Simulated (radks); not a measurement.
Values are calculated unless marked as measured or tabulated.
Fe2+, 24 electrons, occupied as [Ne] 3s2 3p4 3d6 4d2 (not the ground configuration).

Level of theory: scalar-relativistic Kohn-Sham, PBE, spin-polarised, spherical densities, finite nucleus; open shells are filled with parallel spins first; Fermi nuclear charge, rms radius 3.7377 fm (a radial shooting solver on a logarithmic mesh with Libxc functionals).

Energy parts (eV):
total: -34452.515
kinetic: 34868.380
electron-nucleus: -81440.865
Hartree: 13601.283
exchange-correlation: -1481.313

Orbitals (lengths in bohr, moments of r in powers of bohr):
orbital,occ.,eigenvalue (eV),<r^2>
1s up,1,-7050.527,0.004594
1s down,1,-7049.543,0.004593
2s up,1,-866.6211,0.08416
2s down,1,-863.4252,0.08373
2p up,3,-745.8781,0.06813
2p down,3,-742.8904,0.06773
3s up,1,-139.3354,0.7205
3s down,1,-130.2809,0.7357
3p up,3,-104.7837,0.7941
3p down,1,-95.9911,0.8209
3d up,5,-49.7796,1.023
3d down,1,-41.7935,1.141
4d up,2,-12.5443,13.27

The highest occupied level is 4d up at -12.544 eV. Summed over all electrons, <r^2> = 38.05 bohr^2, which gives a Langevin (diamagnetic) susceptibility term of -30.1 x 10^-6 cm^3/mol. Spin moment in Bohr magnetons: 8. The electron density at the nucleus is 1.522e+04 e/bohr^3 (large components only). The spin density at the nucleus is -1.231 e/bohr^3 (1s -1.245, 2s -2.311, 3s 2.325). The density falls to 0.001 e/bohr^3 at r = 4.76 bohr.
